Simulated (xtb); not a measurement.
C$_{2}$H$_{6}$Zn, triplet, at a GFN2-xTB geometry (such geometries of metal compounds can be far from the true shape) (a higher spin typed on purpose: for a closed-shell molecule this is an excited state). Base run: GFN2-xTB (xtb).

xtb was given this input:
```
$ xtb mol.xyz --gfn 2 --uhf 2 --json

# file mol.xyz
9

Zn     0.19054193    -0.64890903     0.11807146
C      0.92061324     1.19842274    -1.15616563
H      1.93030660     0.91575429    -1.41543436
H      0.87661335     2.09130864    -0.55620088
H      0.26322321     1.23423769    -2.01028096
C     -1.51792361     0.83577561     0.78603551
H     -2.24851058     0.16792023     1.21825567
H     -1.89189007     1.36631469    -0.07292682
H     -1.06213831     1.48654517     1.51522418
```

Each row names what was changed in the base input (with any setting that the change needs).

```
change          ΔE vs base (mEh)  dipole (D)  G_solv (kcal/mol)  SCF cycles
--------------  ----------------  ----------  -----------------  ----------
base                       0.000        0.08                  -          10
acc = 1000                 0.000        0.09                  -           6
etemp = 3000              -0.431        0.09                  -          10
etemp = 1000               0.000        0.08                  -          10
file = coord               0.000        0.08                  -          10
gbsa = water              -1.204        0.16              -0.78          10
alpb = benzene            -7.687        0.14              -4.84          10
```

ALPB and GBSA are two models with their own fitted parameters for each solvent, which aren't always the measured dielectric constant.
